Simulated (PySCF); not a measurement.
## A ladder of Hamiltonians for Ti¹⁰⁺ (titanium, charge +10)

Occupied: 1s1/2, 2s1/2, 2p1/2, 2p3/2, 3s1/2. Hartree-Fock calculated with PySCF 2.14 in an even-tempered Gaussian basis (21 s from 0.27 bohr⁻², ratio 2.3; 15 p from 0.32 bohr⁻², ratio 2.3), Gaussian nucleus throughout. NR is non-relativistic, sf-X2C the spin-free one-electron X2C Hamiltonian, X2C adds the bare one-electron spin-orbit term, X2C-SNSO screens it by Boettger's factors, DC is four-component Dirac-Coulomb, and the Gaunt and Breit terms are added at first order (total energies over the DC spinors, levels after relaxing the spinors in that mean field). QED terms are absent. Levels marked empty are virtual spinors of this ion; the basis has s and p functions only, so 3d, which can lie below the n = 4 levels, is absent.

| Hamiltonian | E (hartree) | E − E(DC) (hartree) | CPU seconds |
| --- | --- | --- | --- |
| NR | -811.0448 | 4.4202 | 0.45 |
| sf-X2C | -815.3617 | 0.1033 | 0.25 |
| X2C | -815.3693 | 0.0958 | 0.33 |
| X2C-SNSO | -815.3680 | 0.0971 | 0.33 |
| DC | -815.4650 | 0.0000 | 11 |
| DC+Gaunt | -815.1870 | 0.2781 | 21 |
| DC+Breit | -815.2091 | 0.2560 | 69 |

Problem. Give the 3p spin-orbit interval with each Hamiltonian that has one.

Solution. X2C 1.091; X2C-SNSO 0.9910; DC 0.9778; DC+Gaunt 0.9458; DC+Breit 0.9458 (eV).

| level (eV) | NR | sf-X2C | X2C | X2C-SNSO | DC | DC+Gaunt | DC+Breit |
| --- | --- | --- | --- | --- | --- | --- | --- |
| 1s1/2 | -5235.6 | -5266.8 | -5266.7 | -5266.7 | -5268.7 | -5264.1 | -5264.3 |
| 2s1/2 | -817.34 | -823.93 | -823.92 | -823.93 | -824.09 | -823.78 | -823.79 |
| 2p1/2 | -719.17 | -720.18 | -724.70 | -724.28 | -724.30 | -723.73 | -723.80 |
| 2p3/2 | -719.17 | -720.18 | -717.97 | -718.17 | -718.27 | -717.89 | -717.95 |
| 3s1/2 | -261.47 | -262.88 | -262.88 | -262.88 | -262.90 | -262.84 | -262.85 |
| 3p1/2 (empty) | -214.49 | -214.78 | -215.51 | -215.44 | -215.44 | -215.35 | -215.36 |
| 3p3/2 (empty) | -214.49 | -214.78 | -214.42 | -214.45 | -214.46 | -214.40 | -214.42 |
| 4s1/2 (empty) | -116.45 | -116.91 | -116.91 | -116.91 | -116.92 | -116.90 | -116.91 |

Weight of the small component: 1s1/2 0.00622, 2s1/2 0.00112, 2p1/2 0.00108, 2p3/2 0.00107, 3s1/2 0.000302, 3p1/2 0.000272, 3p3/2 0.000271, 4s1/2 0.000125.

Koopmans' value for the highest occupied level at DC+Breit: 262.85 eV, against an ionisation energy of 265.07 ± 0.06 eV (semi-empirical (NIST evaluation); NIST Atomic Spectra Database, ionization energies); the former lacks relaxation, correlation, QED and recoil.

The whole ladder took 110 s of wall time on 1 thread of Neoverse-V2 (shared host), launched as `OMP_NUM_THREADS=1 python relrun2.py TASK.json OUT` (a driver that calls PySCF for each Hamiltonian).

Dirac-Coulomb iterations, started from the X2C spinors:

```
with_ssss True, with_gaunt False, with_breit False
light speed = 137.03599967994
init E= -815.142842635323
cycle= 1 E= -815.465019439202  delta_E= -0.322  |g|= 0.0969  |ddm|= 0.0126
cycle= 2 E= -815.465028437643  delta_E= -9e-06  |g|= 0.00226  |ddm|= 0.00235
cycle= 3 E= -815.465028534309  delta_E= -9.67e-08  |g|= 0.000264  |ddm|= 0.000367
cycle= 4 E= -815.465028535686  delta_E= -1.38e-09  |g|= 1.38e-06  |ddm|= 3.42e-05
```
